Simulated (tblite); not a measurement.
C5H9BrF2Si.
SMILES with atom numbers: `[F:1][C@@H:2]1[CH2:3][C@@H:4]([F:5])[CH2:6][SiH:7]([Br:8])[CH2:9]1` (hydrogens: H10 on C2; H11, H12 on C3; H13 on C4; H14, H15 on C6; H16 on Si7; H17, H18 on C9)

Computed with GFN2-xTB (tblite), gas phase: L-BFGS steps from a force-field or distance-geometry start until the largest atomic force falls under 0.01 eV/Å.

Step 24: E = -833.6997 eV
```
atom  x, y, z in Å  |  force x, y, z in eV/Å
F1     -1.4051    2.0907   -1.2971   -0.006   0.012   0.020
C2     -0.6055    1.0143   -0.9495    0.034  -0.007   0.052
C3     -1.4666    0.0261   -0.1640    0.007   0.021   0.019
C4     -0.8080   -1.3375    0.0340   -0.019   0.011  -0.043
F5     -0.5110   -1.8652   -1.2126    0.040   0.027  -0.062
C6      0.4702   -1.3245    0.8637   -0.044  -0.011   0.010
Si7     1.6700    0.0318    0.2955   -0.062   0.065  -0.046
Br8     2.9734    0.5308    2.0319   -0.017   0.012  -0.036
C9      0.5876    1.5188   -0.1556   -0.016   0.029   0.014
H10    -0.2891    0.5708   -1.9000    0.011  -0.038  -0.039
H11    -2.4031   -0.1113   -0.7114    0.034  -0.008  -0.004
H12    -1.7076    0.4537    0.8102   -0.002  -0.012   0.049
H13    -1.5412   -2.0305    0.4721    0.035   0.002  -0.007
H14     0.9352   -2.3082    0.7765   -0.026  -0.014   0.036
H15     0.1962   -1.1977    1.9116    0.002   0.033   0.033
H16     2.5472   -0.3593   -0.7991    0.029  -0.042   0.005
H17     0.2163    2.0452    0.7285    0.022  -0.038   0.011
H18     1.1324    2.2583   -0.7466   -0.022  -0.043  -0.011
```

Step 25: E = -833.7011 eV
```
atom  x, y, z in Å  |  force x, y, z in eV/Å
F1     -1.4015    2.0937   -1.2930   -0.031   0.008   0.010
C2     -0.6067    1.0132   -0.9472    0.028   0.026   0.034
C3     -1.4707    0.0261   -0.1628    0.051   0.016   0.007
C4     -0.8078   -1.3368    0.0314    0.000   0.008  -0.018
F5     -0.5065   -1.8609   -1.2167    0.026   0.044  -0.031
C6      0.4685   -1.3230    0.8643   -0.013   0.016   0.001
Si7     1.6703    0.0301    0.2931   -0.049   0.073  -0.044
Br8     2.9704    0.5335    2.0312   -0.014   0.008  -0.039
C9      0.5887    1.5180   -0.1569    0.002  -0.004   0.029
H10    -0.2931    0.5693   -1.8984    0.012  -0.036  -0.041
H11    -2.4059   -0.1122   -0.7126    0.042  -0.001   0.008
H12    -1.7118    0.4541    0.8116   -0.002  -0.031   0.036
H13    -1.5358   -2.0336    0.4697   -0.003  -0.014  -0.019
H14     0.9362   -2.3055    0.7806   -0.040  -0.029   0.032
H15     0.1953   -1.1930    1.9121   -0.011   0.030   0.022
H16     2.5484   -0.3652   -0.7997    0.024  -0.038   0.012
H17     0.2199    2.0407    0.7304    0.022  -0.022   0.000
H18     1.1332    2.2578   -0.7489   -0.044  -0.055   0.002
```

Step 26: E = -833.7023 eV
```
atom  x, y, z in Å  |  force x, y, z in eV/Å
F1     -1.3979    2.0948   -1.2925   -0.045  -0.001  -0.001
C2     -0.6069    1.0120   -0.9452    0.012   0.041   0.003
C3     -1.4731    0.0268   -0.1608    0.070   0.004   0.001
C4     -0.8077   -1.3359    0.0283    0.022   0.002   0.010
F5     -0.5020   -1.8547   -1.2217    0.013   0.054   0.001
C6      0.4665   -1.3215    0.8646    0.018   0.033  -0.003
Si7     1.6692    0.0303    0.2906   -0.016   0.036  -0.030
Br8     2.9681    0.5366    2.0294   -0.013   0.006  -0.043
C9      0.5888    1.5175   -0.1573    0.013  -0.027   0.033
H10    -0.2940    0.5642   -1.8957    0.004  -0.016  -0.029
H11    -2.4080   -0.1114   -0.7112    0.043   0.007   0.014
H12    -1.7130    0.4538    0.8149    0.000  -0.042   0.020
H13    -1.5313   -2.0367    0.4658   -0.030  -0.022  -0.036
H14     0.9364   -2.3033    0.7841   -0.052  -0.029   0.030
H15     0.1935   -1.1883    1.9126   -0.019   0.025   0.002
H16     2.5479   -0.3708   -0.8005    0.015  -0.029   0.020
H17     0.2222    2.0359    0.7329    0.015   0.003   0.000
H18     1.1326    2.2569   -0.7500   -0.051  -0.044   0.006
```

Step 27: E = -833.7033 eV
```
atom  x, y, z in Å  |  force x, y, z in eV/Å
F1     -1.3952    2.0946   -1.2943   -0.046  -0.012  -0.008
C2     -0.6064    1.0111   -0.9438   -0.007   0.032  -0.023
C3     -1.4738    0.0279   -0.1585    0.061  -0.007   0.003
C4     -0.8074   -1.3350    0.0256    0.035  -0.003   0.030
F5     -0.4980   -1.8477   -1.2264    0.006   0.054   0.023
C6      0.4649   -1.3197    0.8647    0.035   0.030   0.000
Si7     1.6678    0.0314    0.2881    0.021  -0.018  -0.011
Br8     2.9663    0.5396    2.0268   -0.010   0.005  -0.042
C9      0.5885    1.5170   -0.1569    0.011  -0.033   0.023
H10    -0.2932    0.5578   -1.8927   -0.007   0.014  -0.010
H11    -2.4092   -0.1096   -0.7082    0.041   0.011   0.015
H12    -1.7123    0.4526    0.8188    0.005  -0.043   0.006
H13    -1.5283   -2.0398    0.4611   -0.040  -0.020  -0.050
H14     0.9355   -2.3018    0.7872   -0.056  -0.021   0.029
H15     0.1912   -1.1841    1.9127   -0.022   0.022  -0.017
H16     2.5464   -0.3758   -0.8012    0.009  -0.021   0.023
H17     0.2236    2.0319    0.7353    0.005   0.027   0.008
H18     1.1308    2.2558   -0.7501   -0.041  -0.019   0.002
```

Task: Estimate the geometry and energy of step 28. (The exact step hangs on the optimiser's Hessian estimate; all steps are aligned on step 27, rigid shifts and turns removed.)

Result: E = -833.7043 eV, largest force 0.081 eV/Å
```
atom  x, y, z in Å  |  force x, y, z in eV/Å
F1     -1.3936    2.0943   -1.2961   -0.040  -0.023  -0.010
C2     -0.6060    1.0107   -0.9427   -0.023   0.010  -0.037
C3     -1.4733    0.0287   -0.1563    0.032  -0.014   0.007
C4     -0.8066   -1.3342    0.0237    0.034  -0.003   0.036
F5     -0.4940   -1.8400   -1.2305    0.006   0.043   0.033
C6      0.4641   -1.3177    0.8649    0.033   0.010   0.007
Si7     1.6669    0.0321    0.2856    0.048  -0.065   0.008
Br8     2.9643    0.5425    2.0235   -0.001   0.007  -0.034
C9      0.5883    1.5161   -0.1560   -0.003  -0.023   0.004
H10    -0.2926    0.5522   -1.8903   -0.017   0.045   0.010
H11    -2.4093   -0.1077   -0.7051    0.036   0.012   0.013
H12    -1.7117    0.4507    0.8226    0.014  -0.038  -0.006
H13    -1.5262   -2.0430    0.4557   -0.035  -0.008  -0.059
H14     0.9335   -2.3008    0.7907   -0.051  -0.013   0.029
H15     0.1886   -1.1796    1.9126   -0.020   0.022  -0.028
H16     2.5454   -0.3810   -0.8014    0.009  -0.015   0.017
H17     0.2251    2.0286    0.7376   -0.003   0.042   0.014
H18     1.1282    2.2543   -0.7503   -0.021   0.011  -0.004
```

The energy changes by -0.0010 eV. The first-order estimate −F·Δx gives -0.0013 eV and the mean of the old and new forces, exact on a quadratic surface, -0.0010 eV. The step makes an angle of 69° with the force vector and moves no atom by more than 0.010 Å.

The cost below is that of the whole relaxation. Hardware: one thread of an Arm Neoverse N1, no GPU, on a shared host. Cost: 1.4 s.
